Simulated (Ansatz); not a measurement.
`CC[SiH](Cl)Cl` → `CC([SiH3])(Cl)Cl`  (isomerisation)

Calculated with Ansatz (gas phase, PBE0-D4/def2-TZVP geometries, no zero-point term in ΔE). CCSD(T)/CBS adds triple-zeta CCSD(T) − MP2 to the extrapolated MP2 energy (def2 sets, frozen cores). Functionals use def2-TZVPP. HSE06 is defined as in plane-wave codes. Each species was taken in one conformer, which may not be the lowest.

```
   level  ΔE (eV)
HSE06-D4     3.44
  B2PLYP     3.45
    PBE0     3.47
   HSE06     3.46
```

(1) What does CCSD(T)/CBS give? (Estimate.)

Largest T1 diagnostic among the species: 0.010.

Results:

(1) The calculation gave: +3.42 eV. The listed levels differ from it by 0.02, 0.03, 0.05, 0.04 eV.

At CCSD(T), def2-SVP lies −0.18 eV from the extrapolated value and def2-TZVPP −0.03 eV. From r2SCAN to r2SCAN0 (25 % exact exchange), in def2-TZVPP and without D4, ΔE moves by +0.08 eV. The D4 term adds −0.05 eV with B3LYP and −0.02 eV with PBE0; it sums over pairs of atoms, weighted by their polarisabilities, and B3LYP, whose exchange is more repulsive, gets the larger term.

B3LYP here is the variant with VWN-RPA as its local correlation; programs differ in this.
